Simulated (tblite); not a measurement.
Species: C₄HF₅.
Atom-mapped SMILES: `[F:1][C:2]1=[C:3]([F:4])[C:5]([F:6])([F:7])[C@@H:8]1[F:9]` (hydrogens: H10 on C8)

Computed with GFN2-xTB (tblite), gas phase: L-BFGS steps from a force-field or distance-geometry start until the largest atomic force falls under 0.01 eV/Å.

Step 9: E = -888.7491 eV
```
atom  x, y, z in Å  |  force x, y, z in eV/Å
F1      0.7312    2.3391    0.0934   -0.010   0.010  -0.010
C2      0.4370    1.0596    0.0221   -0.059   0.018   0.015
C3      1.1409   -0.0596   -0.1464   -0.026  -0.030   0.047
F4      2.4186   -0.3526   -0.2794   -0.026  -0.017  -0.008
C5     -0.0797   -0.9543   -0.0452    0.016   0.034   0.047
F6     -0.3889   -1.6877   -1.1210   -0.023  -0.018   0.042
F7     -0.1228   -1.7793    1.0239    0.031  -0.011  -0.088
C8     -0.9047    0.3664    0.1518    0.037   0.026  -0.010
F9     -1.7991    0.6226   -0.8351    0.030  -0.003   0.014
H10    -1.4236    0.4504    1.1134    0.030  -0.008  -0.050
```

Step 10: E = -888.7496 eV
```
atom  x, y, z in Å  |  force x, y, z in eV/Å
F1      0.7287    2.3407    0.0923    0.000   0.008  -0.003
C2      0.4372    1.0605    0.0242   -0.058   0.013  -0.013
C3      1.1403   -0.0591   -0.1446   -0.013  -0.023   0.029
F4      2.4162   -0.3563   -0.2794    0.008  -0.007  -0.004
C5     -0.0785   -0.9539   -0.0446   -0.020   0.026   0.043
F6     -0.3899   -1.6875   -1.1195   -0.015  -0.015   0.019
F7     -0.1190   -1.7819    1.0221    0.019   0.004  -0.068
C8     -0.9040    0.3672    0.1510    0.017   0.010   0.010
F9     -1.7990    0.6239   -0.8356    0.045  -0.009   0.014
H10    -1.4231    0.4511    1.1116    0.016  -0.008  -0.027
```

**Question.** Estimate the geometry and energy of step 11. (The exact step hangs on the optimiser's Hessian estimate; all steps are aligned on step 10, rigid shifts and turns removed.)

**Answer.** E = -888.7499 eV, largest force 0.038 eV/Å
```
atom  x, y, z in Å  |  force x, y, z in eV/Å
F1      0.7275    2.3415    0.0917    0.003   0.006  -0.001
C2      0.4366    1.0610    0.0249   -0.024   0.007  -0.024
C3      1.1398   -0.0590   -0.1432   -0.001  -0.004   0.014
F4      2.4150   -0.3581   -0.2795    0.015   0.001   0.000
C5     -0.0782   -0.9533   -0.0438   -0.027   0.010   0.017
F6     -0.3906   -1.6877   -1.1183   -0.011  -0.005   0.004
F7     -0.1169   -1.7832    1.0202    0.009  -0.002  -0.028
C8     -0.9035    0.3677    0.1508    0.000  -0.001   0.015
F9     -1.7981    0.6243   -0.8357    0.037  -0.008   0.001
H10    -1.4226    0.4513    1.1103    0.000  -0.004   0.002
```

The energy changes by -0.0003 eV. The first-order estimate −F·Δx gives -0.0004 eV and the mean of the old and new forces, exact on a quadratic surface, -0.0003 eV. The step makes an angle of 53° with the force vector and moves no atom by more than 0.003 Å.

The cost below is that of the whole relaxation. Hardware: one thread, Arm Neoverse V2 (aarch64), no GPU (shared host). Cost: under 0.1 s wall.
